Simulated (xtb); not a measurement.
F₃Y, charge +1, doublet, geometry from GFN2-xTB (such geometries of metal compounds can be far from the true shape) (the multiplicity is a formal guess); GFN2-xTB (xtb).

The xtb input:
```
$ xtb mol.xyz --gfn 2 --chrg 1 --uhf 1 --json

# file mol.xyz
4

Y      0.08807380    -0.18615281    -0.44359134
F     -1.56664865    -0.60685022     0.72245082
F     -0.12233149     1.82469186    -0.01117909
F      1.30732700    -0.41117949     1.21095743
```

The log (banner, timings and long lists left out):

```
   ID    Z sym.   atoms
    1   39 Y      1
    2    9 F      2-4

           -------------------------------------------------
          |                Calculation Setup                |
           -------------------------------------------------

           -------------------------------------------------
          |                 G F N 2 - x T B                 |
           -------------------------------------------------

          ...................................................
          :                      SETUP                      :
          :.................................................:
          :  # basis functions                  22          :
          :  # atomic orbitals                  21          :
          :  # shells                            9          :
          :  # electrons                        23          :
          :  max. iterations                   250          :
          :  Hamiltonian                  GFN2-xTB          :
          :  restarted?                      false          :
          :  GBSA solvation                  false          :
          :  PC potential                    false          :
          :  electronic temp.          300.0000000     K    :
          :  accuracy                    1.0000000          :
          :  -> integral cutoff          0.2500000E+02      :
          :  -> integral neglect         0.1000000E-07      :
          :  -> SCF convergence          0.1000000E-05 Eh   :
          :  -> wf. convergence          0.1000000E-03 e    :
          :  Broyden damping             0.4000000          :
          :  net charge                          1          :
          :  unpaired electrons                  1          :
          ...................................................

 iter      E             dE          RMSdq      gap      omega  full diag
   1     10.7681694  0.107682E+02  0.588E+01    0.38       0.0  T
   2    -13.1696498 -0.239378E+02  0.287E+01   41.91       1.0  T
   3    -13.5948099 -0.425160E+00  0.207E+01   24.29       1.0  T
   4    -13.9268993 -0.332089E+00  0.170E+01   16.65       1.0  T
   5    -13.7639105  0.162989E+00  0.179E+01   19.95       1.0  T
   6    -13.8000184 -0.361079E-01  0.165E+01   16.47       1.0  T
   7    -14.2027220 -0.402704E+00  0.128E+01   10.04       1.0  T
   8    -14.5929515 -0.390229E+00  0.697E+00    0.97       1.0  T
   9    -14.8353113 -0.242360E+00  0.713E+00    4.04       1.0  T
  10      5.5297861  0.203651E+02  0.523E+01    0.21       1.0  T
  11    -13.2044689 -0.187343E+02  0.130E+01    0.35       1.0  T
  12     -7.7797564  0.542471E+01  0.295E+01    0.05       1.0  T
  13    -14.5454209 -0.676566E+01  0.734E+00    0.94       1.0  T
  14    -14.8600412 -0.314620E+00  0.601E+00    2.30       1.0  T
  15    -14.8656077 -0.556653E-02  0.605E+00    2.47       1.0  T
  16    -14.8760938 -0.104861E-01  0.599E+00    2.73       1.0  T
  17    -14.4992483  0.376846E+00  0.720E+00    0.83       1.0  T
  18    -14.8876071 -0.388359E+00  0.527E+00    2.20       1.0  T
  19    -14.8647871  0.228200E-01  0.529E+00    1.73       1.0  T
  20    -14.8040951  0.606920E-01  0.563E+00    1.39       1.0  T
  21    -14.8747729 -0.706777E-01  0.547E+00    2.18       1.0  T
  22    -14.8758050 -0.103216E-02  0.543E+00    2.10       1.0  T
  23    -14.8563003  0.195047E-01  0.566E+00    2.13       1.0  T
  24    -14.8567296 -0.429308E-03  0.563E+00    2.76       1.0  T
  25    -14.7879170  0.688126E-01  0.629E+00    4.47       1.0  T
  26    -14.7151691  0.727479E-01  0.682E+00    5.87       1.0  T
  27    -14.8394910 -0.124322E+00  0.543E+00    4.61       1.0  T
  28    -14.8711220 -0.316310E-01  0.501E+00    4.26       1.0  T
  29    -14.8747102 -0.358815E-02  0.489E+00    4.02       1.0  T
  30    -14.8713841  0.332613E-02  0.485E+00    4.02       1.0  T
  31    -14.8771228 -0.573873E-02  0.468E+00    3.97       1.0  T
  32    -14.8597535  0.173693E-01  0.464E+00    4.33       1.0  T
  33    -14.8703480 -0.105945E-01  0.444E+00    4.33       1.0  T
  34    -14.8905963 -0.202484E-01  0.414E+00    4.12       1.0  T
  35    -14.8930353 -0.243897E-02  0.403E+00    4.10       1.0  T
  36    -14.8913866  0.164867E-02  0.398E+00    4.13       1.0  T
  37    -14.8816511  0.973552E-02  0.420E+00    4.25       1.0  T
  38    -14.8794335  0.221760E-02  0.426E+00    4.26       1.0  T
  39    -14.8831043 -0.367085E-02  0.421E+00    4.18       1.0  T
  40    -14.8887352 -0.563085E-02  0.413E+00    4.06       1.0  T
  41    -14.8870292  0.170602E-02  0.413E+00    4.06       1.0  T
  42    -14.8920503 -0.502117E-02  0.391E+00    3.93       1.0  T
  43    -14.9196537 -0.276033E-01  0.309E+00    3.70       1.0  T
  44    -14.9233715 -0.371781E-02  0.286E+00    3.64       1.0  T
  45    -14.9220826  0.128885E-02  0.281E+00    3.69       1.0  T
  46    -14.9220442  0.384766E-04  0.267E+00    3.71       1.0  T
  47    -14.9262624 -0.421824E-02  0.236E+00    3.59       1.0  T
  48    -14.9299664 -0.370397E-02  0.216E+00    3.48       1.0  T
  49    -14.9313239 -0.135752E-02  0.206E+00    3.43       1.0  T
  50    -14.9344899 -0.316600E-02  0.180E+00    3.31       1.0  T
  51    -14.9373618 -0.287187E-02  0.148E+00    3.15       1.0  T
  52    -14.9387341 -0.137232E-02  0.123E+00    3.00       1.0  T
  53    -14.9389487 -0.214657E-03  0.108E+00    2.89       1.0  T
  54    -14.9384629  0.485848E-03  0.981E-01    2.79       1.0  T
  55    -14.9372943  0.116857E-02  0.926E-01    2.67       1.0  T
  56    -14.9362096  0.108472E-02  0.885E-01    2.60       1.0  T
  57    -14.9368543 -0.644703E-03  0.742E-01    2.62       1.0  T
  58    -14.9386500 -0.179567E-02  0.469E-01    2.73       1.0  T
  59    -14.9395899 -0.939895E-03  0.254E-01    2.82       1.0  T
  60    -14.9397394 -0.149568E-03  0.191E-01    2.85       1.0  T
  61    -14.9397778 -0.384123E-04  0.159E-01    2.86       1.0  T
  62    -14.9398244 -0.465399E-04  0.114E-01    2.88       1.0  T
  63    -14.9398470 -0.226451E-04  0.636E-02    2.89       1.0  T
  64    -14.9398598 -0.127775E-04  0.257E-02    2.91       1.9  T
  65    -14.9398602 -0.409173E-06  0.187E-02    2.91       2.7  T
  66    -14.9398603 -0.124360E-06  0.127E-02    2.92       3.9  T
  67    -14.9398606 -0.218686E-06  0.107E-02    2.91       4.7  T
  68    -14.9398612 -0.667800E-06  0.459E-03    2.91      10.9  T
  69    -14.9398612  0.116785E-07  0.446E-03    2.91      11.2  T
  70    -14.9398613 -0.590474E-07  0.237E-03    2.91      21.1  T
  71    -14.9398613 -0.281615E-07  0.560E-04    2.91      89.3  T
  72    -14.9398613 -0.572950E-09  0.276E-04    2.91     181.0  T

   *** convergence criteria satisfied after 72 iterations ***

         :::::::::::::::::::::::::::::::::::::::::::::::::::::
         ::                     SUMMARY                     ::
         :::::::::::::::::::::::::::::::::::::::::::::::::::::
         :: total energy             -14.936019187819 Eh    ::
         :: gradient norm              0.000008747263 Eh/a0 ::
         :: HOMO-LUMO gap              2.912250679264 eV    ::
         ::.................................................::
         :: SCC energy               -14.939861159981 Eh    ::
         :: -> isotropic ES            0.181989128657 Eh    ::
         :: -> anisotropic ES          0.003071835481 Eh    ::
         :: -> anisotropic XC         -0.010795646588 Eh    ::
         :: -> dispersion             -0.001448294607 Eh    ::
         :: repulsion energy           0.003841972163 Eh    ::
         :: add. restraining           0.000000000000 Eh    ::
         :: total charge               1.000000000000 e     ::
         :::::::::::::::::::::::::::::::::::::::::::::::::::::

           -------------------------------------------------
          |                Property Printout                |
           -------------------------------------------------

    * Orbital Energies and Occupations

         #    Occupation            Energy/Eh            Energy/eV
      -------------------------------------------------------------
         1        2.0000           -1.2228150             -33.2745
         2        2.0000           -1.1380550             -30.9681
         3        2.0000           -1.1380549             -30.9681
         4        2.0000           -0.8910144             -24.2457
         5        2.0000           -0.8140233             -22.1507
         6        1.9998           -0.8129110             -22.1204
         7        1.9998           -0.8129110             -22.1204
         8        1.9244           -0.8069312             -21.9577
         9        1.9243           -0.8069311             -21.9577
        10        1.8098           -0.8059299             -21.9305
        11        1.8098           -0.8059298             -21.9305
        12        1.5320           -0.8046750             -21.8963 (HOMO)
        13                         -0.6976518             -18.9841 (LUMO)
        14                         -0.6976518             -18.9841
        15                         -0.6976019             -18.9827
        16                         -0.6884440             -18.7335
        17                         -0.6884440             -18.7335
        18                         -0.6648291             -18.0909
        19                         -0.0739736              -2.0129
        20                         -0.0739735              -2.0129
        21                          0.0968226               2.6347
      -------------------------------------------------------------
                  HL-Gap            0.1070232 Eh            2.9123 eV
             Fermi-level           -0.7778583 Eh          -21.1666 eV

     #   Z          covCN         q      C6AA      α(0)
     1  39 Y        1.883     0.877   802.303    97.138
     2   9 F        0.628     0.041     9.052     3.550
     3   9 F        0.628     0.041     9.052     3.550
     4   9 F        0.628     0.041     9.052     3.550

 Mol. C6AA /au·bohr⁶  :       1271.502756
 Mol. C8AA /au·bohr⁸  :     176510.224336
 Mol. α(0) /au        :        107.788207

Wiberg/Mayer (AO) data.
largest (>0.10) Wiberg bond orders for each atom

 ---------------------------------------------------------------------------
     #   Z sym  total        # sym  WBO       # sym  WBO       # sym  WBO
 ---------------------------------------------------------------------------
     1  39 Y    2.606 --     3 F    0.869     2 F    0.869     4 F    0.869
     2   9 F    1.211 --     1 Y    0.869     4 F    0.171     3 F    0.171
     3   9 F    1.211 --     1 Y    0.869     4 F    0.171     2 F    0.171
     4   9 F    1.211 --     1 Y    0.869     3 F    0.171     2 F    0.171
 ---------------------------------------------------------------------------

Topologies differ in total number of bonds
Writing topology from bond orders to xtbtopo.mol

molecular dipole:
                 x           y           z       tot (Debye)
 q only:        0.117      -0.246      -0.587
   full:        0.346      -0.732      -1.744       4.886
molecular quadrupole (traceless):
                xx          xy          yy          xz          yz          zz
 q only:       -0.156      -0.036      -0.098      -0.085       0.179       0.253
  q+dip:       -1.047      -0.239      -0.656      -0.569       1.202       1.703
   full:       -1.002      -0.228      -0.628      -0.544       1.150       1.630

           -------------------------------------------------
          | TOTAL ENERGY              -14.936019187819 Eh   |
          | GRADIENT NORM               0.000008747263 Eh/α |
          | HOMO-LUMO GAP               2.912250679264 eV   |
           -------------------------------------------------

normal termination of xtb
```
